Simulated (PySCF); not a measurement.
C4H4F3N.
Cartesian coordinates in Å at the GFN2-xTB level; atoms count from 1:
```xyz
12
C4H4F3N angstrom
F     -2.5382   -0.3791    0.8066
C     -1.2482   -0.0272    0.9025
F     -1.2137    1.3147    0.8453
F     -0.8487   -0.3618    2.1383
C     -0.3953   -0.6688   -0.1760
C      1.0520   -0.2405   -0.0329
C      1.5095    1.0318   -0.5694
N      1.8336    0.0492   -1.2733
H     -0.7923   -0.3598   -1.1451
H     -0.4917   -1.7519   -0.0808
H      1.5868   -0.6960    0.7927
H      1.5473    2.0886   -0.4693
```

Closed-shell single points with PySCF (density fitting; grid level 2 and gas phase unless stated) on one GFN2-xTB geometry.

Task: Rank these settings by the number of (spherical) basis functions, lowest first.
A. B97-D/pcSseg-1, fitting basis def2-universal-jkfit
B. HCTH407/STO-3G, grid level 4, energy threshold 1e-08 Eh
C. PW91/6-311+G(2d,p), fitting basis def2-universal-jkfit

Result: B (44), A (156), C (240).

Task: Rank these settings by the LUMO energy, lowest first.
A. PW91/6-311+G(2d,p), fitting basis def2-universal-jkfit
B. HCTH407/STO-3G, grid level 4, energy threshold 1e-08 Eh
C. B97-D/pcSseg-1, fitting basis def2-universal-jkfit

Result: A (-2.31 eV), C (-1.98 eV), B (0.38 eV).

All figures of these runs:

```
                                               settings  basis functions  SCF cycles     E (Eh)  HOMO (eV)  LUMO (eV)  dipole (D)
 PW91/6-311+G(2d,p), fitting basis def2-universal-jkfit              240          12  -509.0562      -6.82      -2.31        0.84
     B97-D/pcSseg-1, fitting basis def2-universal-jkfit              156          11  -508.7001      -6.64      -1.98        0.82
HCTH407/STO-3G, grid level 4, energy threshold 1e-08 Eh               44           9  -502.1123      -4.23       0.38        0.79
```

B97-D ran without the empirical dispersion term, which would shift the total energy alone. All basis functions are spherical, in the Pople sets too.

One conformer stands for the species.
